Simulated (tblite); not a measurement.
Level: GFN2-xTB in tblite, geometry and Hessian alike; calculated harmonic values, unscaled, isolated species. Errors from tens to a few hundred cm⁻¹ against measured bands are possible. Modes of hydrogen on silicon can be 10 to 20 % off. One conformer each. Open shells enter through the occupations alone, without spin polarisation, and single modes of such species can be off by tens of per cent. Thermal functions are those of the rigid rotor and harmonic oscillator, without mixing of conformers.

Task: Order these by their zero-point energy, highest first (kcal/mol).
A. `FC(F)(F)CCCN[SiH3]`
B. `CO[Si@H](CCl)CC[SiH3]`
C. `COC[C@H]1CCCNC1`
D. `C[SiH2][Si@](Cl)(OC)CC`
E. `C(#N)CCP(CO)CCC`
F. `[Si@@](CC)([CH2])(C#N)[SiH3]` [radical]
G. `C[C@H](CCl)C(=O)[O-]`

Result: C (134.9), E (124.2), D (101.3), B (98.3), A (85.9), F (75.7), G (59.2).

```json
{"SMILES": "COC[C@H]1CCCNC1", "atoms": "24", "mass (u)": "129.12", "symmetry number": "1", "modes under 300 cm⁻¹": "6", "ZPE (kcal/mol)": "134.9", "S translation (cal/(mol K))": "40.5", "S rotation": "29.3", "S vibration": "25.9", "S spin": "0.0", "S": "95.7", "Cp": "38.1"}
{"SMILES": "CCCP(CO)CCC#N", "atoms": "24", "mass (u)": "159.08", "symmetry number": "1", "modes under 300 cm⁻¹": "12", "ZPE (kcal/mol)": "124.2", "S translation (cal/(mol K))": "41.1", "S rotation": "31.3", "S vibration": "46.2", "S spin": "0.0", "S": "118.7", "Cp": "48.6"}
{"SMILES": "CC[Si@@](Cl)(OC)[SiH2]C", "atoms": "21", "mass (u)": "168.02", "symmetry number": "1", "modes under 300 cm⁻¹": "13", "ZPE (kcal/mol)": "101.3", "S translation (cal/(mol K))": "41.3", "S rotation": "30.4", "S vibration": "50.3", "S spin": "0.0", "S": "122.0", "Cp": "48.5"}
{"SMILES": "CO[Si@H](CCl)CC[SiH3]", "atoms": "21", "mass (u)": "168.02", "symmetry number": "1", "modes under 300 cm⁻¹": "12", "ZPE (kcal/mol)": "98.3", "S translation (cal/(mol K))": "41.3", "S rotation": "31.1", "S vibration": "47.2", "S spin": "0.0", "S": "119.6", "Cp": "47.5"}
{"SMILES": "FC(F)(F)CCCN[SiH3]", "atoms": "19", "mass (u)": "157.05", "symmetry number": "1", "modes under 300 cm⁻¹": "8", "ZPE (kcal/mol)": "85.9", "S translation (cal/(mol K))": "41.1", "S rotation": "30.5", "S vibration": "36.7", "S spin": "0.0", "S": "108.2", "Cp": "42.5"}
{"SMILES": "[CH2][Si@@]([SiH3])(C#N)CC", "atoms": "17", "mass (u)": "128.04", "symmetry number": "1", "modes under 300 cm⁻¹": "10", "ZPE (kcal/mol)": "75.7", "S translation (cal/(mol K))": "40.5", "S rotation": "29.3", "S vibration": "40.2", "S spin": "1.4", "S": "111.4", "Cp": "43.6"}
{"SMILES": "C[C@H](CCl)C(=O)[O-]", "atoms": "13", "mass (u)": "121.01", "symmetry number": "1", "modes under 300 cm⁻¹": "6", "ZPE (kcal/mol)": "59.2", "S translation (cal/(mol K))": "40.3", "S rotation": "28.6", "S vibration": "22.2", "S spin": "0.0", "S": "91.0", "Cp": "28.7"}
```

Entropies and Cp are for 298.15 K and 1 bar.
